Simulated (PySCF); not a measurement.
SrCa, PBE0: how much the basis matters

PySCF, UKS reference; singlet, unpaired electrons none; De to Sr + Ca without counterpoise correction.

```
      basis                           relativity  functions  Re (Å)  ωe (cm⁻¹)  De (eV)  μ (D)
   def2-SVP  scalar-relativistic core potentials         47   4.429       63.6     0.20  -0.29
  def2-SVPD  scalar-relativistic core potentials         53   4.429       63.5     0.19  -0.40
x2c-TZVPall                        spin-free X2C         99   4.422       63.7     0.19  -0.27
```

Q: How does each smaller set differ from the one with most functions, x2c-TZVPall?

A: def2-SVP: +0.7 pm, -0.2 % in ωe, +0.01 eV in De; def2-SVPD: +0.7 pm, -0.3 % in ωe, +0.00 eV in De. All at PBE0; the set with most functions is neither the basis-set limit nor always the best. The rows treat relativity differently, so the differences are not basis effects alone.

A positive dipole means Sr(−)Ca(+). Closed-shell solutions of metal pairs were not tested for spin polarisation, which can lower them a little. The bond is weak. Basis-set superposition, not corrected here, can be much of De in a small basis, most of all at correlated wavefunction levels. Functionals without a dispersion term scatter widely for such bonds, and LDA overbinds them.
